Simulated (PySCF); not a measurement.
Compound: C4H2NO3 (charge -1).
Structure used (GFN2-xTB), in Å, numbered top down from 1:
```xyz
10
C4H2NO3 angstrom
O      2.5682   -1.1920   -0.4911
C      1.9197   -0.1645   -0.2998
O      2.2852    1.0170   -0.2430
C      0.3730   -0.3324   -0.0882
C     -0.5193    0.7607    0.1452
C     -1.7337    0.1748    0.2692
O     -1.6207   -1.1578    0.1277
N     -0.2899   -1.4508   -0.0952
H     -0.2517    1.7947    0.2023
H     -2.7219    0.5550    0.4504
```

Jobs on this species (10 atoms, 58 electrons) with PySCF (density fitting). Hardware of each: one thread of an Intel Xeon Platinum 8259CL at 2.50 GHz (shared host). Other jobs ran on the host; a repeat could differ by tens of per cent or more. Peak memory is the resident size of the whole Python process, interpreter and libraries included.

| level and settings | work | basis functions | SCF cycles | wall time | peak memory |
| --- | --- | --- | --- | --- | --- |
| PBE0/MINI | 25 singlets by TDA, 2 Tamm–Dancoff triplets, polarisability, density and orbital grids written | 42 | ? | ? | ? |
| B97-2/aug-cc-pVDZ, start guess sap, damping 0.3 at the start, DIIS from the seventh cycle | shieldings, ring-centre shieldings, density and orbital grids written | 202 | 25 | 74 s | 0.72 GiB |
| PBE0/pcSseg-1, IEF-PCM water | shieldings, ring-centre shieldings | 146 | 14 | 28 s | 0.77 GiB |
| wB97X/ANO-RCC-VDZP, fitting basis def2-qzvpp-jkfit | 1 singlet by TDA, polarisability | 122 | 12 | 22 s | 0.61 GiB |

Fill in the missing figures.

- PBE0/MINI; 25 singlets by TDA, 2 Tamm–Dancoff triplets, polarisability, density and orbital grids written: 13 s, 0.44 GiB, 17 SCF cycles

What do all jobs in the table cost together?

About 2.3 min; the longest takes about 54 % of that, and about 5.7 times as long as the shortest.
